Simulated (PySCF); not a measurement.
**Substituent effects on chemical shifts**

Parent skeleton `[SiH3:1][CH:2]([SiH3:3])[SiH3:4]`; one hydrogen on atom 1 is replaced by X. Hydrogens on one atom are averaged.

Relativity neglected, no solvent model, one computed conformer, rapidly exchanging positions averaged. PBE0/pcSseg-1 with gauge-including orbitals; geometry from GFN2-xTB; PySCF 2.14.0 with density-fitted response routines.

Referencing at the same level of theory: TMS for 29Si (349.16 ppm), 13C (186.93 ppm), 1H (31.72 ppm).

Parent (X = H): Si1 -67.6, C2 -22.3, Si3/Si4 -67.6, H(Si1) 4.07, H(C2) -0.92, H(Si3)/H(Si4) 4.07 ppm. Effects are Δδ = δ(X) − δ(H), positive for deshielding.

Problem. Give Δδ (ppm) for X = CONMe2, NHCH3, F.

Solution. 
```tsv
X	SMILES	Si1	C2	Si3/Si4	H(Si1)	H(C2)	H(Si3)/H(Si4)
CONMe2	CN(C)C(=O)[SiH2]C([SiH3])[SiH3]	+12.5	-0.6	-7.3	+0.51	+0.37	+0.15
NHCH3	CN[SiH2]C([SiH3])[SiH3]	+38.8	+4.8	-4.8	+0.76	+0.19	-0.03
F	F[SiH2]C([SiH3])[SiH3]	+77.3	+10.0	-2.7	+1.28	-0.28	+0.12
```

Problem. Which position responds most, and to which substituents?

Solution. Si1: from +12.5 ppm with CONMe2 to +77.3 ppm with F.
